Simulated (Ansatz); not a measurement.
CH$_{6}$OSSi (`[SiH3]OCS`). Charge 0, multiplicity 1.

Cartesian coordinates in Å:
```
Si -0.7629 0.8792 1.1775
O -0.0450 -0.4188 0.4566
C 0.6664 -0.3153 -0.7451
S 1.3364 -1.8977 -1.2738
H -1.4261 0.3618 2.3942
H -1.7592 1.5001 0.2608
H 0.2504 1.9119 1.5294
H 1.5432 0.3337 -0.6351
H 0.0345 0.0919 -1.5408
H 0.1623 -2.4468 -1.6237
```

Question: Give the diagnostics of a CCSD(T)/def2-TZVPP run (frozen core, Ansatz). (Estimate.)

Answer: The calculation gave: T1 = 0.0116, largest single amplitude 0.012, largest double 0.030, (T) share of the correlation energy 3.7 %, 9 CCSD cycles. The RHF solution is stable towards an unrestricted one. T1 lies under the customary mark of 0.02 for closed shells.
